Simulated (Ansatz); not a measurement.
Consider the formal exchange of groups at the Si–Sn bond: `O[SiH2][SnH2][SiH3]` + `OC=S` → `[SiH3]C=S` + `O[SiH2][SnH2][OH]`.

Computed with Ansatz on PBE0-D4/def2-TZVP structures; ΔE is electronic, products minus reactants. CCSD(T)/CBS adds triple-zeta CCSD(T) − MP2 to the extrapolated MP2 energy (def2 sets, frozen cores). This one scheme is used for every species. DFT in def2-TZVPP. Elements past krypton have def2 core potentials. For Sn outer-core shells are correlated without core-valence functions, which leaves a few kJ/mol of doubt a bond. Each species was taken in one conformer, which may not be the lowest.

```
          level  ΔE (eV)
        PBE0-D4     0.30
        ωB97X-V     0.12
  HF/def2-TZVPP    -0.02
CCSD/def2-TZVPP     0.02
```

Question: What does CCSD(T)/CBS give? (Estimate.)

Answer: The calculation gave: -0.02 eV. The listed levels differ from it by 0.32, 0.14, 0.00, 0.04 eV.

Largest T1 diagnostic among the species: 0.018.

In def2-TZVPP, CCSD(T) changes the Hartree–Fock value by +0.06 eV (the triples alone add +0.02 eV) and MP2 by +0.05 eV.
